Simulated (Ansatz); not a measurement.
The same hydrogenolysis along the group C, Si, Ge.

Isolated molecules relaxed with PBE0-D4/def2-TZVP in Ansatz; ΔE leaves out vibrations. CCSD(T)/CBS is the MP2 limit (def2-TZVPP, def2-QZVPP) plus CCSD(T) − MP2 in def2-TZVPP, frozen cores. This one scheme is used for every species. Functionals use def2-TZVPP. B3LYP here is the variant with VWN-RPA as its local correlation; programs differ in this. For Ge outer-core shells are correlated without core-valence functions, which leaves a few kJ/mol of doubt a bond. Scalar relativity is left out up to krypton.

| reaction | HF/CBS(def2) (kJ/mol) | PBE-D4 (kJ/mol) | CCSD(T)/def2-SVP (kJ/mol) | B3LYP-D4 (kJ/mol) |
| --- | --- | --- | --- | --- |
| `COC` + H₂ → CH₄ + CH₃OH | -115 | -101 | -100 | -104 |
| `[SiH3]O[SiH3]` + H₂ → SiH₄ + `O[SiH3]` | 84 | 71 | 67 | 84 |
| `[GeH3][O][GeH3]` + H₂ → GeH₄ + `[OH][GeH3]` | 5 | 4 | 10 | 10 |

Give the CCSD(T)/CBS values in the same order. (An estimate is asked.)

Computed: -108, 84, 12 kJ/mol.

Largest T1 diagnostic: 0.012, for `[GeH3][O][GeH3]`.
